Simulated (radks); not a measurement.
The numbers below are computed, except where a source is named.
Task: The table gives one normalised radial function P(r) = r R(r) of Ce26+ in [Ar] 3d10 4s2 4p2 (r in bohr). Level of theory: scalar-relativistic Kohn-Sham, PBE, spin-unpolarised, spherical densities, point nucleus (a radial shooting solver on a logarithmic mesh with Libxc functionals).

r	P
0.001247	0.0032
0.001585	0.0048
0.002031	0.0073
0.002582	0.0111
0.003283	0.0168
0.004207	0.0258
0.005348	0.0389
0.006853	0.0589
0.008711	0.0874
0.01116	0.1295
0.01419	0.1862
0.01819	0.2643
0.02312	0.3588
0.02939	0.4663
0.03766	0.5734
0.04788	0.6407
0.06135	0.6214
0.07799	0.4619
0.09995	0.1201
0.1271	-0.3397
0.1628	-0.7862
0.207	-0.9433
0.2631	-0.6211
0.3372	0.1899
0.4286	1.0737
0.5493	1.5472
0.6983	1.3357
0.8948	0.7286
1.138	0.2502
1.458	0.0454
1.853	0.0042

Which n and l does it have? It may be an empty orbital.

Result: n = 4, l = 1: the number of nodes gives n - l - 1 = 2, the rise at small r (about r^(l+1), flatter next to the nucleus through relativity) gives l, and the extent must fit the shell. The curve is that of 4p. 4p: eigenvalue -891.30 eV, 2 radial nodes at r = 0.107, 0.321 bohr, <r> = 0.587 bohr, 90 % of the charge inside 0.837 bohr.
